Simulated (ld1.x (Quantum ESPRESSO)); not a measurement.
What one change does to a pseudopotential (Mn (Z = 25), PAW)

manganese, PAW, made with ld1.x (Quantum ESPRESSO) 7.5 (BLYP, scalar-relativistic). Core [Ar], reference 3d5 4s1.5 4p0 (charge +0.5). Waves: 4s (bound): rcut 1.70, rcutus 2.20 bohr; 4s channel at 0.65 Ry: rcut 1.70, rcutus 2.20 bohr; 4p (bound, empty): rcut 2.10, rcutus 2.40 bohr; 4p channel at 2.15 Ry: rcut 2.10, rcutus 2.40 bohr; 3d (bound): rcut 1.35, rcutus 1.60 bohr; 3d channel at -0.3 Ry: rcut 1.35, rcutus 1.60 bohr. Local part: all-electron potential smoothed inside 1.85 bohr (lloc = -1). Core correction: Bessel-smoothed model core inside 1.65 bohr. Augmentation charge: PSQ, radius 1.15 bohr.

Change: wave 3d channel at -0.3 Ry: rcut 1.35, rcutus 1.60 bohr becomes 3d channel at -0.58 Ry: rcut 1.35, rcutus 1.60 bohr.

Cutoffs: the cutoffs (Ry, on a coarse ladder) from which the occupation-weighted sum of valence levels, in a spherical-Bessel basis at the reference potential, stays within 10 and 1 mRy of its value at 400 Ry; they do not see the model core or the augmentation charge, which bear on the density cutoff. Errors are all-electron minus pseudo energies relative to the spin-unpolarised reference configuration.

Predict the effect on cutoff, ghosts and configuration errors.

The potential gets neither clearly harder nor softer (40 Ry and 70 Ry → 40 Ry and 70 Ry); the errors of the 7 common tests hardly move; neither file shows a bound ghost.

| quantity | base | changed |
| --- | --- | --- |
| cutoff, loose | 40 Ry | 40 Ry |
| cutoff, tight | 70 Ry | 70 Ry |
| bound ghosts | none | none |
| error for 3d5 4s2 4p0, meV [ΔE -3.33 eV] | +0.2 | +0.2 |
| error for 3d5 4s1 4p0, meV [ΔE 5.07 eV] | -0.7 | -0.7 |
| error for 3d5 4s0 4p0, meV [ΔE 20.84 eV] | -6.0 | -5.9 |
| error for 3d3 4s0 4p0, meV [ΔE 104.09 eV] | -1884 | -1865 |
| error for 3d4 4s0 4p0, meV [ΔE 53.36 eV] | -348 | -346 |
| error for 3d6 4s0 4p0, meV [ΔE 3.60 eV] | -102 | -100 |
| error for 3d4 4s2 4p1, meV [ΔE 4.47 eV] | -180 | -177 |
| s: phases at 2.58 bohr within 0.05 rad from the reference energy up to (Ry; the scan ends near 5) | 1.5 | 1.5 |
| p: phases at 2.58 bohr within 0.05 rad from the reference energy up to (Ry; the scan ends near 5) | 4.2 | 4.2 |
| d: phases at 2.58 bohr within 0.05 rad from the reference energy up to (Ry; the scan ends near 5) | to the end of the scan | to the end of the scan |
| lowest overlap eigenvalue by channel | s 0.47, p 0.59, d 0.99 | s 0.47, p 0.59, d 0.94 |
